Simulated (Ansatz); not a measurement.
`[GeH3][O]C[TeH]`, relaxed with RKS PBE-D4/def2-SVP in Ansatz from a rough embedded geometry. The force threshold is 0.03 eV/Å; the program also tests the step.

Charge 0, multiplicity 1. Te takes the def2 core potential.

Start:

```xyz
10

Ge   -1.258   -0.748    0.703
O     0.441   -0.495    0.366
C     0.552    0.397   -0.746
Te    2.665    0.668   -1.045
H    -1.974    0.648    1.015
H    -1.519   -1.696    1.885
H    -1.985   -1.358   -0.552
H     0.116    1.363   -0.454
H     0.101   -0.105   -1.642
H     2.860    1.324    0.470
```

(1) How much energy does the relaxation release, and in how many steps? (Best estimate.)

(2) Which bonds change most? (Estimate.)

(3) Give the relaxed structure. (Estimate.)

Results:

(1) Computed: 7.19 kcal/mol, in 6 steps.

(2) The calculation gave: Ge1–O2 from 1.751 to 1.818 Å; C3–Te4 from 2.152 to 2.204 Å; Ge1–H5 from 1.599 to 1.555 Å; O2–C3 from 1.430 to 1.392 Å.

(3) Computed: 
```xyz
10

Ge   -1.452   -0.780    0.732
O     0.298   -0.498    0.327
C     0.606    0.369   -0.717
Te    2.786    0.552   -0.982
H    -2.101    0.577    1.126
H    -1.399   -1.772    1.912
H    -2.165   -1.377   -0.515
H     0.238    1.409   -0.563
H     0.256    0.016   -1.717
H     2.933    1.504    0.397
```
